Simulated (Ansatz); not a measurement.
Cartesian coordinates in Å:
```
C -1.189 -0.950 2.278
C -1.216 0.334 1.458
C -0.843 1.537 2.314
In 0.084 0.157 -0.305
C 2.238 -0.192 -0.062
C 2.758 0.137 1.329
C 2.565 -1.630 -0.449
C -0.852 0.237 -2.290
C -1.506 1.594 -2.516
C -1.867 -0.888 -2.442
H -0.186 -1.170 2.657
H -1.520 -1.822 1.705
H -1.847 -0.875 3.155
H -2.232 0.480 1.076
H 0.178 1.459 2.700
H -0.914 2.481 1.766
H -1.505 1.622 3.187
H 2.725 0.473 -0.786
H 2.595 1.184 1.598
H 2.272 -0.474 2.097
H 3.837 -0.055 1.406
H 2.254 -1.870 -1.470
H 3.645 -1.822 -0.386
H 2.082 -2.352 0.220
H -0.059 0.100 -3.032
H -2.276 1.802 -1.766
H -0.787 2.418 -2.483
H -2.001 1.638 -3.496
H -2.657 -0.825 -1.686
H -2.364 -0.846 -3.421
H -1.411 -1.880 -2.356
```

Total charge 0; spin multiplicity 1. In: def2 effective core potential.

Problem. List the r2SCAN/def2-TZVPP orbital energies in eV (the Gaussian-basis code of Ansatz). (Best estimate.)

Solution. The calculation gave: Occupied: -272.73, -272.72, -272.69, -272.68, -272.68, -272.68, -272.68, -272.65, -272.61, -124.48, -81.28, -80.86, -80.85, -20.21, -20.13, -20.12, -18.52, -18.43, -18.41, -18.19, -18.12, -17.58, -17.51, -17.50, -14.53, -14.33, -14.26, -11.45, -11.25, -11.13, -11.08, -10.69, -10.61, -10.01, -9.97, -9.94, -9.45, -9.43, -9.40, -8.36, -8.34, -8.30, -8.30, -8.14, -8.11, -7.84, -5.19, -5.14. Lowest empty: -1.49, -0.42, 0.72, 0.77, 1.43, 1.76, 2.16, 2.24.
